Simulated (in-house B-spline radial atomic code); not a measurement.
Configurations of Gd, with energies counted from [Xe] 4f7 5d1 6s2. All numbers are computed (scalar-relativistic (X2C) wB97X, spin-polarised, spherical fractional occupations, exact exchange averaged over the configuration; Fermi nucleus of rms radius 5.1569 fm) with a radial B-spline atomic code at the basis-set limit, not measured. Shells without spins written out take the highest spin.

Occupations are held fixed; configurations that lie above the ionisation limit could autoionise.

```json
{"configuration": "[Xe] 4f8 5d1 6s1", "E - E(ref) (eV)": "2.8366", "highest orbital": "4f down", "its <r> (bohr)": "0.9908"}
{"configuration": "[Xe] 4f6 5d1 6s2 7p1", "E - E(ref) (eV)": "15.998", "highest orbital": "7p up", "its <r> (bohr)": "13.03"}
{"configuration": "[Kr] 4d9 4f7 5s2 5p6 5d2 6s2", "E - E(ref) (eV)": "143.85", "highest orbital": "6s down", "its <r> (bohr)": "3.989"}
```

Problem. Order these further configurations by energy, lowest first.
A. [Xe] 4f7 5d1 6s1 6p1
B. [Xe] 4f7 6s2 6d1
C. [Kr] 4d9 4f7 5s2 5p6 5d1 6s2 7p1

Solution. A (2.4592 eV), B (4.767 eV), C (149.88 eV).
